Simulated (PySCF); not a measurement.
H4SiZn, SMILES [SiH3][ZnH].

Coordinates come from a B3LYP-D3(BJ)/def2-TZVP optimisation.

The numbers are results of B3LYP-D3(BJ)/def2-TZVP run with PySCF, not measurements.

Frequencies are harmonic and unscaled.

Modes within 1.5 cm⁻¹ of each other (mostly degenerate sets) share a row, with their intensities summed.

```csv
mode,ν (cm⁻¹),IR (km/mol),moving atoms (share of kinetic energy)
1,319,3.3,"Si 61 %, Zn 31 %"
2–3,347,109.5,H 98 %
4–5,501,23.7,"H 88 %, Si 8 %"
6,875,274.3,"H 91 %, Si 9 %"
7–8,953,90.4,H 98 %
9,1839,314.4,H 98 %
10,2189,64.9,H 99 %
11–12,2196,207.3,H 96 %
```
